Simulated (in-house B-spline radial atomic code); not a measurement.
The numbers below are computed, except where a source is named.
## Making a Troullier-Martins p channel for Fe, r_c = 0.71 bohr

Fe, [Ar] 3d6 4s2, non-relativistic LDA (VWN5), spherical and spin-unpolarised, from a B-spline radial code for spherical atoms (atomic units). The all-electron 3p level is ε = -2.187524 hartree, its outermost node lies just inside 0.30 bohr and its outer maximum at 0.71 bohr.

Inside r_c the pseudo-orbital is u(r) = r^2 exp(p(r)), with p = c0 + c2 r² + c4 r⁴ + … + c12 r¹². The seven coefficients follow from p and its first four derivatives at r_c, from zero curvature of the screened potential at the origin, c4 = −c2²/(2l + 5), and from the norm inside r_c. At r_c the all-electron orbital has P = 1.159782, P' = 0.04608944, the screened potential V = -7.848078, V' = 23.82502, V'' = -94.4435, and the norm inside is Q = 0.35869.

Q: What are p, p' and p'' at r_c?

A: p = ln(P/r_c^2) = ln(1.159782/0.5041) = 0.83321. p' = P'/P − 2/r_c = 0.03974 − 2.81690 = -2.77716. The radial equation gives p'' = 2(V − ε) − 2(2) p'/r_c − p'² = -11.32111 − (-15.64598) − 7.71263 = -3.38775. Differentiating, p''' = 2V' + 2(2)p'/r_c² − 2(2)p''/r_c − 2p'p'' = 25.883, and p'''' = 2V'' − 4(2)p'/r_c³ + 4(2)p''/r_c² − 2(2)p'''/r_c − 2p''² − 2p'p''' = -205.59.

For a trial c2 the five matching conditions are linear in c0, c6, c8, c10 and c12, and c2 is varied until the norm inside r_c equals Q. The root nearest zero gives:

| n | c_n |
| --- | --- |
| 0 | 1.729359 |
| 2 | -1.622555 |
| 4 | -0.3760977 |
| 6 | 3.53705 |
| 8 | -16.82207 |
| 10 | 27.47089 |
| 12 | -14.85063 |

Q: Check c4 and p(r_c), and find the screened pseudopotential at the origin.

A: −c2²/7 = -0.376098, as listed. The terms c_n r_c^n are 1.72936, -0.81793, -0.09557, 0.45310, -1.08629, 0.89424, -0.24369, which sum to 0.83321. Inverting the radial equation, V_l(r) = ε + 2 p'/r + (p'' + p'²)/2, so V_l(0) = ε + (2l + 3) c2 = -2.187524 + 5 × (-1.62255) = -10.3003 hartree, finite where the all-electron potential diverges.

Orbitals and screened potentials:

```json
{"r (bohr)": "0.071", "P": "-0.3944", "u": "0.02818", "V all-electron": "-286.1", "V pseudo": "-10.3"}
{"r (bohr)": "0.178", "P": "-0.561", "u": "0.1696", "V all-electron": "-85.21", "V pseudo": "-10.22"}
{"r (bohr)": "0.284", "P": "-0.08488", "u": "0.3984", "V all-electron": "-42.14", "V pseudo": "-9.985"}
{"r (bohr)": "0.39", "P": "0.4765", "u": "0.6677", "V all-electron": "-24.9", "V pseudo": "-9.809"}
{"r (bohr)": "0.497", "P": "0.8844", "u": "0.923", "V all-electron": "-16.09", "V pseudo": "-10.01"}
{"r (bohr)": "0.603", "P": "1.097", "u": "1.099", "V all-electron": "-11.04", "V pseudo": "-9.847"}
{"r (bohr)": "0.71", "P": "1.16", "u": "1.16", "V all-electron": "-7.848", "V pseudo": "-7.848"}
```

Logarithmic derivatives P'/P at R = 1.01 bohr, for energies E around ε:

| E − ε (hartree) | all-electron | pseudo |
| --- | --- | --- |
| -0.5 | -0.474004 | -0.474665 |
| -0.25 | -0.806289 | -0.806484 |
| -0.1 | -1.02559 | -1.02563 |
| 0 | -1.18136 | -1.18136 |
| 0.1 | -1.34562 | -1.34566 |
| 0.25 | -1.60979 | -1.61007 |
| 0.5 | -2.10599 | -2.10738 |

Q: With P(R) = 0.9417868 and a norm of 0.7090675 inside R, what slope in energy does norm conservation fix?

A: d(P'/P)/dE = −2 × (norm inside R)/P(R)² = -1.5989 per hartree·bohr at E = ε, for both atoms, since orbital and norm agree at R. Differences over ±0.1 hartree give -1.6002 (all-electron) and -1.6002 (pseudo), which also hold third-order terms. Half a hartree below ε the two curves differ by -0.0007.
